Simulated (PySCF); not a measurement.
Worked example: oscillator strength and radiative lifetime

C2H8BNO, SMILES CCOBN.

Geometry optimised at B3LYP-D3(BJ)/def2-SVP. This is a generated structure with no PubChem entry under its InChIKey; it may be hypothetical. One conformer was computed; it need not be the lowest.

TDA-B3LYP/def2-SVPD (PySCF) puts the first singlet state with f over 0.02 at 6.63 eV (vertical), with the transition dipole (0.293, -0.063, 0.265) in atomic units.

Problem. Find the oscillator strength, the wavelength and the radiative lifetime that this transition would have in vacuum if emission retraced absorption.

Solution. 
|μ|² = 0.1600 au, so |μ| = 1.02 D. ΔE = 6.63/27.211 = 0.2436 hartree. f = (2/3) ΔE |μ|² = 0.026 (the program prints 0.026).
λ = 1239.84/6.63 = 187 nm; ν = 53475 cm⁻¹.
Einstein's coefficient A = 0.6670 ν² f s⁻¹ (ν in cm⁻¹) = 5.0e7 s⁻¹, so τ = 1/A = 20 ns. This state is S1. The figure is the radiative limit of this one transition; relaxation, internal conversion, crossing to triplets and a medium change what is measured.
